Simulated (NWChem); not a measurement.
Species: MgSiH₃Br; SMILES [SiH3][Mg][Br]

Computed with NWChem. Pople sets run with spherical d functions. Coordinates come from a PBE-D3(BJ)/def2-SVP optimisation. Ions are spin-unrestricted doublets at the neutral geometry; other ion states weren't tried.

For level LRC-wPBEh/6-31G*:

| Item | Result |
|---|---|
| −ε(HOMO) (eV) | 9.26 |

Question: What are these values for level r2SCAN/6-31G*?

Answer: The −ε(HOMO) (eV) is 6.68.
